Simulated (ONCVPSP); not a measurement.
## gallium (Ga), ONCV: configuration errors across variants

ONCVPSP 4.0.1 input, shortened (lines: element, Z, core and valence counts, functional; n l f; lmax; l rc ep ncon nbas qcut; lloc lpopt rc5 dvloc0; l nproj debl; icmod fcfact rcfact), PBE, scalar-relativistic:

```
  Ga 31.00    5    3        4      upf
    1    0    2.00
    2    0    2.00
    2    1    6.00
    3    0    2.00
    3    1    6.00
    3    2   10.00
    4    0    2.00
    4    1    1.00
    2
    0    1.65    0.00    5   10    3.40
    1    2.50    0.00    4    9    3.00
    2    1.15    0.00    3    7   12.00
    4    4    0.95   -1.00
    0    2    3.70
    1    2    4.00
    2    2    3.60
    3    2.50    1.15
```

All-electron excitation energies from the reference (eV): (1) 3d10 4s2 4p0 5.688; (2) 3d10 4s1 4p0 26.817; (3) 3d10 4s0 4p3 13.371.

2 further variants failed, have other tests or another functional or relativity, and are left out.

Errors AE − PS in meV (a dash: test not solved or not reliable):

```tsv
change	(1)	(2)	(3)	bound ghosts	GHOST(+) flags above zero
base	-1.1	+5.6	+32	none	s, p
core correction Teter function, fcfact 1.6, rcfact 1.15	-1.1	+5.6	+32	none	s, p
d: rc 0.98	-1.1	+4.1	+31	none	s, p
s: ncon 4, nbas 9	-1.1	+5.6	+31	none	s, p
local potential polynomial inside 0.95 bohr (lpopt 4, dvloc0 3.5 Ha)	-1.1	+5.1	+31	none	s, p
core correction Teter function fitted to the true core (icmod 2), fcfact 0.6	-1.4	-10	+19	none	s, p
```

(1) Give the same row for: p: nproj 3.

Answers

(1) -1.1, +5.6, +31; bound ghosts: none; GHOST(+) flags above zero: s, p.
